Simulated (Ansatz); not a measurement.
Breaking the O2–H3 bond in H2O2Pb (SMILES [OH][Pb][OH]) (multiplicity 1 held, fragments rigid). Energies count from the point at 0.966 Å.
Geometry at that point (charge 0, multiplicity 1):
```xyz
5

Pb     0.0578    -0.1420     0.2238
O      1.1458     1.3095    -0.8134
H      0.6459     1.6195    -1.5803
O     -1.5330     0.0132    -1.1585
H     -2.2920    -0.5579    -0.9968
```

Restricted levels (R-, RO-) in cc, def2 and unpolarised 6-31G sets keep to the state of the molecule at rest. U- levels take the lowest unrestricted solution at each point, which mixes spins at long bonds. Active spaces are followed from a long bond inwards. Curves can end on different states.

Frozen-core correlation. Filled d and f shells under p-block atoms count as core.

Run with Ansatz (Gaussian orbitals). Each number belongs to the level named beside it. In def2 rows elements past Kr take small-core potentials, without spin–orbit coupling.

Energies in kJ/mol.

```json
[
 {"R (Å)": "0.773", "R-SCS-MP2/def2-SVP": "158", "U-SCS-MP2/def2-SVP": "158", "SC-NEVPT2 on CASSCF(4,3)/def2-SVP": "176", "FIC-NEVPT4(SD) on CASSCF(4,3)/def2-SVP": "160", "FIC-MRCISD on CASSCF(4,3)/def2-SVP": "153", "FIC-MRCISD+Q on CASSCF(4,3)/def2-SVP": "155"},
 {"R (Å)": "0.870", "R-SCS-MP2/def2-SVP": "32", "U-SCS-MP2/def2-SVP": "32", "SC-NEVPT2 on CASSCF(4,3)/def2-SVP": "38", "FIC-NEVPT4(SD) on CASSCF(4,3)/def2-SVP": "32", "FIC-MRCISD on CASSCF(4,3)/def2-SVP": "30", "FIC-MRCISD+Q on CASSCF(4,3)/def2-SVP": "31"},
 {"R (Å)": "0.966", "R-SCS-MP2/def2-SVP": "0", "U-SCS-MP2/def2-SVP": "0", "SC-NEVPT2 on CASSCF(4,3)/def2-SVP": "0", "FIC-NEVPT4(SD) on CASSCF(4,3)/def2-SVP": "0", "FIC-MRCISD on CASSCF(4,3)/def2-SVP": "0", "FIC-MRCISD+Q on CASSCF(4,3)/def2-SVP": "0"},
 {"R (Å)": "1.063", "R-SCS-MP2/def2-SVP": "17", "U-SCS-MP2/def2-SVP": "17", "SC-NEVPT2 on CASSCF(4,3)/def2-SVP": "15", "FIC-NEVPT4(SD) on CASSCF(4,3)/def2-SVP": "17", "FIC-MRCISD on CASSCF(4,3)/def2-SVP": "19", "FIC-MRCISD+Q on CASSCF(4,3)/def2-SVP": "18"},
 {"R (Å)": "1.160", "R-SCS-MP2/def2-SVP": "59", "U-SCS-MP2/def2-SVP": "59", "SC-NEVPT2 on CASSCF(4,3)/def2-SVP": "56", "FIC-NEVPT4(SD) on CASSCF(4,3)/def2-SVP": "59", "FIC-MRCISD on CASSCF(4,3)/def2-SVP": "62", "FIC-MRCISD+Q on CASSCF(4,3)/def2-SVP": "60"},
 {"R (Å)": "1.305", "R-SCS-MP2/def2-SVP": "140", "U-SCS-MP2/def2-SVP": "140", "SC-NEVPT2 on CASSCF(4,3)/def2-SVP": "137", "FIC-NEVPT4(SD) on CASSCF(4,3)/def2-SVP": "139", "FIC-MRCISD on CASSCF(4,3)/def2-SVP": "142", "FIC-MRCISD+Q on CASSCF(4,3)/def2-SVP": "140"},
 {"R (Å)": "1.450", "R-SCS-MP2/def2-SVP": "223", "U-SCS-MP2/def2-SVP": "285", "SC-NEVPT2 on CASSCF(4,3)/def2-SVP": "220", "FIC-NEVPT4(SD) on CASSCF(4,3)/def2-SVP": "220", "FIC-MRCISD on CASSCF(4,3)/def2-SVP": "222", "FIC-MRCISD+Q on CASSCF(4,3)/def2-SVP": "221"},
 {"R (Å)": "1.691", "R-SCS-MP2/def2-SVP": "345", "U-SCS-MP2/def2-SVP": "429", "SC-NEVPT2 on CASSCF(4,3)/def2-SVP": "339", "FIC-NEVPT4(SD) on CASSCF(4,3)/def2-SVP": "332", "FIC-MRCISD on CASSCF(4,3)/def2-SVP": "330", "FIC-MRCISD+Q on CASSCF(4,3)/def2-SVP": "331"},
 {"R (Å)": "1.933", "R-SCS-MP2/def2-SVP": "437", "U-SCS-MP2/def2-SVP": "475", "SC-NEVPT2 on CASSCF(4,3)/def2-SVP": "419", "FIC-NEVPT4(SD) on CASSCF(4,3)/def2-SVP": "407", "FIC-MRCISD on CASSCF(4,3)/def2-SVP": "401", "FIC-MRCISD+Q on CASSCF(4,3)/def2-SVP": "404"},
 {"R (Å)": "2.223", "R-SCS-MP2/def2-SVP": "509", "U-SCS-MP2/def2-SVP": "492", "SC-NEVPT2 on CASSCF(4,3)/def2-SVP": "472", "FIC-NEVPT4(SD) on CASSCF(4,3)/def2-SVP": "456", "FIC-MRCISD on CASSCF(4,3)/def2-SVP": "447", "FIC-MRCISD+Q on CASSCF(4,3)/def2-SVP": "451"},
 {"R (Å)": "2.610", "R-SCS-MP2/def2-SVP": "554", "U-SCS-MP2/def2-SVP": "498", "SC-NEVPT2 on CASSCF(4,3)/def2-SVP": "499", "FIC-NEVPT4(SD) on CASSCF(4,3)/def2-SVP": "481", "FIC-MRCISD on CASSCF(4,3)/def2-SVP": "470", "FIC-MRCISD+Q on CASSCF(4,3)/def2-SVP": "476"},
 {"R (Å)": "3.093", "R-SCS-MP2/def2-SVP": "553", "U-SCS-MP2/def2-SVP": "500", "SC-NEVPT2 on CASSCF(4,3)/def2-SVP": "508", "FIC-NEVPT4(SD) on CASSCF(4,3)/def2-SVP": "489", "FIC-MRCISD on CASSCF(4,3)/def2-SVP": "478", "FIC-MRCISD+Q on CASSCF(4,3)/def2-SVP": "484"}
]
```

Doubts at one or more of the structures used: a restricted determinant that unrestricted orbitals would lower (R-SCS-MP2/def2-SVP); a spin-contaminated determinant (U-SCS-MP2/def2-SVP); active orbitals that take no part (SC-NEVPT2 on CASSCF(4,3)/def2-SVP, FIC-NEVPT4(SD) on CASSCF(4,3)/def2-SVP, FIC-MRCISD on CASSCF(4,3)/def2-SVP, FIC-MRCISD+Q on CASSCF(4,3)/def2-SVP).

Ansatz is a quantum-chemistry and plane-wave program.
